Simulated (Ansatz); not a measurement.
**SnH2Cl (SMILES [Cl][SnH2]): methods side by side**

SnH2Cl has 4 atoms, charge 0, and is taken as a doublet. SMILES: `[Cl][SnH2]`. The shape is that of a PBE0-D4/def2-TZVP optimisation.

```
atom    x (Å)    y (Å)    z (Å)
  Cl  -1.8826   0.3984  -0.5850
  Sn   0.3800  -0.1796  -0.3971
   H   0.4125  -1.5000   0.7096
   H   1.1455   1.2210   0.2521
```

Quantity: the energy change with the Cl1–Sn2 bond stretched from 2.343 to 3.514 Å, in eV. The values are calculated.

```tsv
level	kind	program	value (eV)	CPU time (all runs)
UHF/STO-3G	Hartree–Fock	Ansatz	3.75	3.7 s
UBLYP/STO-3G	GGA	Ansatz	2.91	7.3 s
UB3LYP/STO-3G	global hybrid	Ansatz	3.22	7.5 s
UBHLYP/STO-3G	global hybrid	Ansatz	3.55	7.1 s
U-wB97X/STO-3G	range-separated hybrid	Ansatz	?	27 s
UCAM-B3LYP/STO-3G	range-separated hybrid	Ansatz	3.53	7.6 s
UHSE06/STO-3G	range-separated hybrid	Ansatz	?	9.8 s
RPA@PBE/STO-3G	RPA	Ansatz	2.94	9.1 s
FCI/STO-3G	exact in the basis	Ansatz	3.54	12 s
```

Question: Estimate what the levels marked ? give.

Answer: As computed at these levels: U-wB97X/STO-3G: 3.64 eV; UHSE06/STO-3G: 3.41 eV. All-electron rows without a relativistic Hamiltonian named are non-relativistic. The first shape isn't each level's own minimum. The values span 2.91 to 3.75 eV. Spin contamination of the reference (⟨S²⟩ at least 0.1 too high) touches UHF/STO-3G, UBHLYP/STO-3G, U-wB97X/STO-3G, UCAM-B3LYP/STO-3G. All rows use very small basis sets, so even the best lies far from the true value. CPU times are rough (shared hosts, several kinds of processor): they show what a rung costs within a factor of a few.
